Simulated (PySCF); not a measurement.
Below is a simulated gas-phase N 1s photoelectron spectrum of `FC1=CN=NN=C1`.

Every computed line was given a Gaussian of 0.6 eV full width at half maximum and an area set by the number of equivalent atoms; the highest printed point is 100. Theory: delta-SCF UKS SCAN, pcX-2 on the ionised atom, pcseg-1 elsewhere, spin-free X2C (PySCF).

```
binding energy (eV)  intensity
              405.7          0
              405.8          1
              405.9          3
              406.0          7
              406.1         16
              406.2         32
              406.3         53
              406.4         75
              406.5         93
              406.6        100
              406.7         96
              406.8         84
              406.9         73
              407.0         65
              407.1         59
              407.2         52
              407.3         42
              407.4         30
              407.5         19
              407.6         10
              407.7          5
              407.8          2
              407.9          1
              408.0          0
```

How many maxima does the curve show, and how many computed lines lie under it?

The curve has 1 maximum (at 406.6 eV). Under it lie 2 lines from 2 inequivalent nitrogen sites. At this width some lines have no maximum of their own.

Decompose the envelope and assign each component. Numbering: `[F:1][c:2]1[cH:3][n:4][n:5][n:6][cH:7]1`.

```
position (eV)  relative area  line  atoms             environment
       406.58              2  N 1s  N4/N6  pyridine-type nitrogen
       407.15              1  N 1s     N5  pyridine-type nitrogen
```

What are the centre and the root-mean-square width of the whole band?

The area-weighted mean of the lines is 406.77 eV. Their own spread about it is 0.27 eV (rms) and each Gaussian has σ = 0.6/2.355 = 0.25 eV; the variances add, which gives 0.37 eV.

The listed N 1s values span 0.57 eV, from N4/N6 (bonded to N (aromatic in the SMILES) and C (aromatic in the SMILES)) to N5 (bonded to 2 N (aromatic in the SMILES)).

Shake-up satellites, vibrational structure and lifetime widths aren't simulated. The first atom of each set that the bonding makes equivalent was ionised and stands for the set. Geometry: PBE0-D3(BJ)/def2-SVP; no solvent, vibrations or thermal averaging.
